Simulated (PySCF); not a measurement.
Constitutional and geometric isomers with formula C2H4Si. All species are isolated molecules in the gas phase. Strings in code marks are SMILES.

The dipole moment from two functionals at the same geometries (B3LYP-D3(BJ)/def2-TZVP), both in PySCF: PBE-D3(BJ)/def2-TZVP and B3LYP-D3(BJ)/def2-TZVP. B3LYP has the VWN-RPA correlation part, as in Gaussian. 

```json
[
 {"species": "`C=C=[SiH2]`", "PBE-D3(BJ)/def2-TZVP (D)": "0.01", "B3LYP-D3(BJ)/def2-TZVP (D)": "0.16"},
 {"species": "`C1=C[SiH2]1`", "PBE-D3(BJ)/def2-TZVP (D)": "0.52", "B3LYP-D3(BJ)/def2-TZVP (D)": "0.37"},
 {"species": "`[SiH3]C#C`", "PBE-D3(BJ)/def2-TZVP (D)": "0.37", "B3LYP-D3(BJ)/def2-TZVP (D)": "0.39"}
]
```

Over these rows, drawn at random from the members with no instability flagged (it was tested for open shells, ions and some series alone), PBE minus B3LYP-D3(BJ): mean -0.01 D, from -0.15 D to +0.15 D.
